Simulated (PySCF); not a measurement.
Molecule: `CC1=C[SiH2]C=C1`, C5H8Si.

Molfile (atoms numbered from 1):
```
C5H8Si
     RDKit          3D

 14 14  0  0  0  0  0  0  0  0999 V2000
    2.1539    0.0392   -0.2354 C   0  0  0  0  0  0  0  0  0  0  0  0
    0.6735    0.1150   -0.0418 C   0  0  0  0  0  0  0  0  0  0  0  0
   -0.0144    1.2005    0.3843 C   0  0  0  0  0  0  0  0  0  0  0  0
   -1.8224    0.7390    0.4400 Si  0  0  0  0  0  4  0  0  0  0  0  0
   -1.4813   -1.0050   -0.1563 C   0  0  0  0  0  0  0  0  0  0  0  0
   -0.1482   -1.0932   -0.3343 C   0  0  0  0  0  0  0  0  0  0  0  0
    2.3986   -0.2297   -1.2767 H   0  0  0  0  0  0  0  0  0  0  0  0
    2.5911   -0.7472    0.4027 H   0  0  0  0  0  0  0  0  0  0  0  0
    2.6454    0.9918    0.0025 H   0  0  0  0  0  0  0  0  0  0  0  0
    0.4863    2.1406    0.6260 H   0  0  0  0  0  0  0  0  0  0  0  0
   -2.4350    0.7991    1.8040 H   0  0  0  0  0  0  0  0  0  0  0  0
   -2.6907    1.5331   -0.4847 H   0  0  0  0  0  0  0  0  0  0  0  0
   -2.1546   -1.8429   -0.3474 H   0  0  0  0  0  0  0  0  0  0  0  0
    0.3543   -2.0046   -0.6815 H   0  0  0  0  0  0  0  0  0  0  0  0
  1  2  1  0
  2  3  2  0
  3  4  1  0
  4  5  1  0
  5  6  2  0
  6  2  1  0
  1  7  1  0
  1  8  1  0
  1  9  1  0
  3 10  1  0
  4 11  1  0
  4 12  1  0
  5 13  1  0
  6 14  1  0
M  END
```

Geometry PBE0-D3(BJ)/def2-SVP throughout; GIAO in PySCF, gas phase, one conformer, non-relativistic; equivalent atoms averaged; functional PBE0.

For orientation, IGLO-III gives these absolute shieldings σ: C6 19.9, C5 44.8, C1 159.0, Si4 388.1, H14 24.10, H13 24.89, H10 25.52, H11/H12 26.65, H7/H8/H9 29.25 ppm.

A run gave: C6 110.2, C5 120.0, C1 210.1, Si4 548.2, H14 26.47, H13 26.66, H10 27.01, H11/H12 29.97, H7/H8/H9 30.94 ppm (absolute shieldings σ).

Q: Which basis set was used in that run?
A. STO-3G
B. pcSseg-0
C. def2-TZVP
D. def2-SVP

A: A. C6 tells them apart best: STO-3G gives 110.2, pcSseg-0 gives 28.9, def2-TZVP gives 26.1, def2-SVP gives 41.8 ppm.
